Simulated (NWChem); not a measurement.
# Correlation energy of CHF

```xyz
3

C      0.5606    -0.4527     0.0000
F     -0.5266     0.2642     0.0000
H      1.3753     0.3381     0.0000
```
Charge 0, spin multiplicity 1.

Everything below was run with NWChem. All single points use one geometry, from B3LYP/def2-SVP, a minimum by its harmonic frequencies.

Basis set: cc-pVTZ. Each correlation energy counts from its own Hartree-Fock reference.

```json
[
 {"method": "CR-CCSD[T]", "correlation energy (mHa)": "-416.7", "difference from CCSD(T)": "+1.4"},
 {"method": "CR-CCSD(T)", "correlation energy (mHa)": "-415.8", "difference from CCSD(T)": "+2.4"},
 {"method": "CCSD", "correlation energy (mHa)": "-404.2", "difference from CCSD(T)": "+14.0"},
 {"method": "CCSD(T)", "correlation energy (mHa)": "-418.2", "difference from CCSD(T)": "0.0"},
 {"method": "SCS-MP2", "correlation energy (mHa)": "-384.6", "difference from CCSD(T)": "+33.6"},
 {"method": "MP2", "correlation energy (mHa)": "-387.2", "difference from CCSD(T)": "+30.9"},
 {"method": "CCSD+T(CCSD)", "correlation energy (mHa)": "-419.4", "difference from CCSD(T)": "-1.2"},
 {"method": "RI-MP2", "correlation energy (mHa)": "-387.2", "difference from CCSD(T)": "+31.0"}
]
```

The values span 34.8 mHa, from CCSD+T(CCSD) (lowest) to SCS-MP2 (highest). 

The correlated methods keep 2 core orbitals frozen. The structure started from a generated list of species. No row is a measurement; the coupled-cluster row has its own basis-set and correlation limits.
